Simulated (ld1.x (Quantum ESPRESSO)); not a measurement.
## Cl, TM: configuration errors across variants

```json
{
 "Element": "chlorine (Cl)",
 "Generator": "ld1.x (Quantum ESPRESSO) 7.5",
 "Type": "norm-conserving Troullier–Martins (Kleinman–Bylander form)",
 "Functional": "LDA (PZ)",
 "Relativity": "scalar-relativistic",
 "Frozen core": "[Ne]",
 "Valence charge": "7",
 "Reference configuration": "3s2 3p3.5 (charge +1.5)",
 "Partial waves": "3s (bound): rc 0.90 bohr; 3p (bound): rc 1.00 bohr; 3d channel at 0.2 Ry: rc 1.05 bohr",
 "Local potential": "the d channel",
 "Core correction": "none"
}
```

All-electron excitation energies from the reference (eV): (1) 3s2 3p5 -25.203; (2) 3s2 3p4 -11.232; (3) 3s2 3p3 14.296; (4) 3s1 3p5 1.362; (5) 3s2 3p4.5 -19.569; (6) 3s1 3p6 -13.155; (7) 3s2 3p2 52.691; (8) 3s2 3p3.5 spin -1.503; (9) 3s2 3p5 spin -25.389.

Spin tests fill each open shell by Hund’s rule, majority spin first.

Tests that are not counted but printed errors over 1 eV. “core correction a·sin(br)/r model core inside 0.62 bohr”: 3s2 3p5 (spin-polarised) (solver errors, printed error -338 eV); 3s2 3p5 (solver errors, printed error -314 eV); 1 more.

1 further variants failed, have other tests or too few solved ones, and are left out.

A true bound ghost makes a file unfit for plane-wave use even where its test errors are small: the radial tests pick states by their node count and pass the ghost by. Where a test does run into it, the solver fails or the error is huge.

Errors AE − PS in meV (a dash: test not solved or not reliable):

```tsv
change	(1)	(2)	(3)	(4)	(5)	(6)	(7)	(8)	(9)	bound ghosts
base	-34	-4.2	-5.6	+12	-17	+10	-47	+162	-18	s
all radii scaled by about 1.13 (s 1.02, p 1.12, d 1.18 bohr)	+37	+7.0	+9.3	+6.6	+21	+26	+136	+162	+55	none
core correction a·sin(br)/r model core inside 0.62 bohr	–	–	-17	-0.6	–	+4.4	-126	-9.8	–	s
local potential all-electron potential smoothed inside 0.85 bohr (lloc = -1)	+48	+9.0	+13	+16	+28	+41	+182	+162	+66	none
wave 3d channel at 0.2 Ry: rc 1.05 bohr becomes 3d channel at -0.05 Ry: rc 1.05 bohr	-39	-4.6	-5.9	+12	-19	+9.0	-50	+162	-22	s
wave 3s (bound): rc 0.90 bohr becomes 3s (bound): rc 1.10 bohr	+1.7	+0.7	-0.1	+4.6	+1.2	+13	+6.5	+158	+18	s
wave 3p (bound): rc 1.00 bohr becomes 3p (bound): rc 1.28 bohr	-28	-3.3	-5.2	+16	-14	+12	-41	+170	-11	s
```

**Question.** Give the same row for: wave 3d channel at 0.2 Ry: rc 1.05 bohr becomes 3d channel at 0.2 Ry: rc 1.12 bohr.

**Answer.** +78, +16, +26, +19, +47, +55, +360, –, +96; bound ghosts: s.
